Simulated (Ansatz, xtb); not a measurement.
## Two isomers of C3H7NO2Si2

We compare X, `N#C[C@H]1CO[SiH2]O[SiH2]1`, a singlet, with Y, `O=C(O)C1=C[SiH2]N[SiH2]1`, a singlet. Both are isolated molecules in the gas phase, relaxed with r2SCAN-D4/def2-SVP; the shapes shown needn't be the lowest conformers.

X (Å):

```yaml
atoms:
  - { symbol: C, position_ang: [-0.9014, 1.8111, 0.8510] }
  - { symbol: C, position_ang: [-0.2390, 0.5284, 0.7339] }
  - { symbol: C, position_ang: [1.2554, 0.6703, 0.3280] }
  - { symbol: N, position_ang: [-1.4159, 2.8467, 0.9921] }
  - { symbol: O, position_ang: [1.8215, -0.6000, 0.0893] }
  - { symbol: O, position_ang: [0.7620, -1.6256, 2.3192] }
  - { symbol: Si, position_ang: [2.0982, -1.6901, 1.3236] }
  - { symbol: Si, position_ang: [-0.4137, -0.4453, 2.3836] }
  - { symbol: H, position_ang: [-0.7402, -0.0579, -0.0595] }
  - { symbol: H, position_ang: [1.3309, 1.2574, -0.6012] }
  - { symbol: H, position_ang: [1.8069, 1.2272, 1.1135] }
  - { symbol: H, position_ang: [3.2984, -1.3081, 2.1179] }
  - { symbol: H, position_ang: [2.2359, -3.0258, 0.7014] }
  - { symbol: H, position_ang: [-1.7636, -1.0568, 2.4850] }
  - { symbol: H, position_ang: [-0.1536, 0.4859, 3.5155] }
```

Y (Å):

```yaml
atoms:
  - { symbol: C, position_ang: [-0.9701, 1.2635, 1.9118] }
  - { symbol: C, position_ang: [0.1754, 0.4055, 1.5057] }
  - { symbol: C, position_ang: [1.3903, 0.5760, 2.0818] }
  - { symbol: N, position_ang: [1.7475, -1.4671, 0.3008] }
  - { symbol: O, position_ang: [-0.9548, 2.1456, 2.7379] }
  - { symbol: O, position_ang: [-2.0847, 0.9283, 1.2183] }
  - { symbol: Si, position_ang: [2.7203, -0.5921, 1.4504] }
  - { symbol: Si, position_ang: [0.0792, -0.9572, 0.2030] }
  - { symbol: H, position_ang: [-2.7948, 1.5187, 1.5246] }
  - { symbol: H, position_ang: [1.5058, 1.3563, 2.8483] }
  - { symbol: H, position_ang: [3.2844, -1.4394, 2.5486] }
  - { symbol: H, position_ang: [3.8706, 0.1495, 0.8432] }
  - { symbol: H, position_ang: [2.1223, -2.2183, -0.2705] }
  - { symbol: H, position_ang: [-0.8961, -2.0304, 0.5672] }
  - { symbol: H, position_ang: [-0.3087, -0.4363, -1.1437] }
```

Quicker runs give these differences E(Y) − E(X): GFN2-xTB +2.769 eV; HF/STO-3G +1.299 eV (at GFN2-xTB geometries); r2SCAN-D4/def2-SVP//GFN2-xTB +0.798 eV.

Q: Estimate E(Y) − E(X) at the level CCSD(T)/def2-SVP + ΔMP2/def2-TZVPP.

A: Calculated at CCSD(T)/def2-SVP + ΔMP2/def2-TZVPP: E(Y) − E(X) = +1.562 eV, so structure X lies lower.

Level by level:

```json
{"level": "GFN2-xTB", "geometry": "GFN2-xTB", "E(Y) − E(X) (eV)": "+2.769", "departure from the last row (eV)": "+1.207", "job, with rough time for the two": "optimisation, 0.33 s"}
{"level": "HF/STO-3G", "geometry": "GFN2-xTB", "E(Y) − E(X) (eV)": "+1.299", "departure from the last row (eV)": "−0.263", "job, with rough time for the two": "single point, 0.52 s"}
{"level": "r2SCAN-D4/def2-SVP//GFN2-xTB", "geometry": "GFN2-xTB", "E(Y) − E(X) (eV)": "+0.798", "departure from the last row (eV)": "−0.764", "job, with rough time for the two": "single point, 4.7 s"}
{"level": "r2SCAN-D4/def2-SVP", "geometry": "r2SCAN-D4/def2-SVP", "E(Y) − E(X) (eV)": "+0.920", "departure from the last row (eV)": "−0.642", "job, with rough time for the two": "optimisation, 59 s"}
{"level": "HF/def2-SVP", "geometry": "r2SCAN-D4/def2-SVP", "E(Y) − E(X) (eV)": "+1.364", "departure from the last row (eV)": "−0.198", "job, with rough time for the two": "part of the CCSD(T) run"}
{"level": "MP2/def2-SVP", "geometry": "r2SCAN-D4/def2-SVP", "E(Y) − E(X) (eV)": "+1.438", "departure from the last row (eV)": "−0.123", "job, with rough time for the two": "part of the CCSD(T) run"}
{"level": "CCSD(T)/def2-SVP", "geometry": "r2SCAN-D4/def2-SVP", "E(Y) − E(X) (eV)": "+1.313", "departure from the last row (eV)": "−0.249", "job, with rough time for the two": "single point"}
{"level": "CCSD(T)/def2-SVP + ΔMP2/def2-TZVPP", "geometry": "r2SCAN-D4/def2-SVP", "E(Y) − E(X) (eV)": "+1.562", "departure from the last row (eV)": "", "job, with rough time for the two": "single point, 1.7 min"}
```

As drawn, Y has 1 C=O, 1 C=C, 1 C–Si, 2 N–Si, 1 O–H, 1 N–H in place of 1 C≡N, 1 C–C, 3 O–Si, 2 C–H. Structure X has a 6-membered ring, Y a 5-membered ring.

The levels shown agree on the order. The largest departure from CCSD(T)/def2-SVP + ΔMP2/def2-TZVPP is that of GFN2-xTB, 1.207 eV. The last row adds to CCSD(T) the change of the MP2 difference between the two basis sets, here +0.249 eV, a large step that makes the value less sure.

With thermal terms from frequencies at re-optimised GFN2-xTB minima (ideal gas, soft modes damped towards free rotors, one conformer each, 298.15 K, 1 atm): on the last row, ΔE + ΔZPE = +1.493, ΔH = +1.502, ΔG = +1.489 eV.

The correlated steps freeze 16 core orbitals. Mirror images aren't counted in ΔG. Programs: Ansatz 0.2.0, xtb 6.7.1; the last row on 4 threads of Arm Neoverse V1 on a shared host.
